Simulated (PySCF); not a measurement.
## NbI4 by CASSCF and spin-orbit coupling

The complex NbI4 (charge 0) contains Nb(IV), shell d1. The structure is a model geometry with rigid ligands and bond lengths from ionic radii, not a minimum; coordination tetrahedral, point group Td, metal–donor distances 2.62 Å.

The d shell alone is too small an active space for NbI4 (an active orbital has only 0.65 squared overlap with the free ion's shell): its levels, fitted parameters, g values and moments show what this model gives and aren't sound predictions.

```
5

Nb    0.000    0.000    0.000
I     1.513    1.513    1.513
I    -1.513   -1.513    1.513
I    -1.513    1.513   -1.513
I     1.513   -1.513   -1.513
```

Method (PySCF 2.14, density fitting): CASSCF(1,5) with orbitals averaged over all microstates of the shell, strongly contracted NEVPT2 on the averaged canonical orbitals; basis x2c-TZVPall on the metal, x2c-SVPall elsewhere; spin-free X2C; gas phase; spin-orbit coupling by state interaction with the mean-field operator over all roots.

Spin-free states:

```json
{"2S+1": "2", "deg.": "2", "symmetry": "2E", "free-ion term": "2D 1.00", "CASSCF / cm⁻¹": "0", "NEVPT2 / cm⁻¹": "0", "f(ED)": "–", "occupations": "0.5 0.5 0.0 0.0 0.0"}
{"2S+1": "2", "deg.": "3", "symmetry": "2T2", "free-ion term": "2D 1.00", "CASSCF / cm⁻¹": "7945", "NEVPT2 / cm⁻¹": "8506", "f(ED)": "1.0e-02", "occupations": "0.0 0.0 0.3 0.3 0.3"}
```

Energies are counted from the ground state at NEVPT2 level. Weights follow the labels. f(ED) is the electric-dipole oscillator strength from the ground state at the fixed geometry, without vibronic coupling; occupations, where given, run over the ligand-field orbitals from the lowest.

## Spin-orbit levels

```tsv
E / cm⁻¹	deg.	make-up	g (S′ = 1/2)
0.0	4	1.00 2E	–
7899.2	2	1.00 2T2	1.00 1.00 1.00
8863.8	4	1.00 2T2	–
```

Ligand-field fit:

| cm⁻¹ | CASSCF | NEVPT2 |
| --- | --- | --- |
| 10Dq | 7945 | 8506 |

```
orbital  CASSCF / cm⁻¹  NEVPT2 / cm⁻¹  metal share   main function
      1              0              0         0.85  degenerate set
      2              0              0         0.85  degenerate set
      3           7945           8506         0.68  degenerate set
      4           7945           8506         0.68  degenerate set
      5           7945           8506         0.68  degenerate set
```

ζ = 163 cm⁻¹, against 721 for the free ion. Spin-orbit coupling on the heavy ligands mixes in, so a single ζ doesn't describe the levels.

The geometry is a model, and the complex may not exist in this form. Charge-transfer states lie outside this active space and may come lower than some of these levels. The ground state is orbitally degenerate in this regular structure, which would distort (Jahn–Teller), so its moment is that of the undistorted model. NEVPT2 on the d shell alone tends to put d–d bands too high for such charged or covalently bound ions.

The job took 92 s on one thread of Arm Neoverse V1 (shared host), with 207 basis functions and a peak of 0.69 GiB, launched as `OMP_NUM_THREADS=1 python lf_run.py task.json out`.
